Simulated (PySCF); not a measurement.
**Radial density of Ag²⁺ (silver, charge +2)**

UHF, [Kr] 4d8 5p1, one real determinant (an excited configuration). All numbers are calculated (PySCF 2.14, scalar relativity by spin-free X2C-1e, in x2c-QZVPPall (13s8p7d4f2g, 118 functions)).

| r (bohr) | 4πr²ρ (e/bohr) | 4πr²(ρα − ρβ) |
| --- | --- | --- |
| 0.0312 | 55.58 | 0.0038 |
| 0.0524 | 53.99 | 0.0170 |
| 0.0882 | 75.23 | 0.0788 |
| 0.148 | 57.81 | 0.3169 |
| 0.250 | 58.25 | 0.4795 |
| 0.420 | 39.32 | -0.0100 |
| 0.706 | 16.97 | 1.1506 |
| 1.19 | 13.33 | 1.7393 |
| 2.00 | 2.294 | 0.7108 |
| 3.36 | 0.3490 | 0.3067 |
| 5.65 | 0.04702 | 0.0469 |
| 9.50 | 0.0002128 | 0.0002 |

Densities and radii are taken from the X2C orbitals without a picture-change correction, which distorts them close to the nucleus.

⟨L²⟩ = 14.05 against 20 for a pure G term, so this real determinant mixes terms.

Q: Where is the radial spin density 4πr²(ρα − ρβ) most negative, and why is it negative at all?

A: Around r = 0.420 bohr, down to -0.0100 e/bohr: exchange with the open shell polarises the paired shells in an unrestricted calculation.
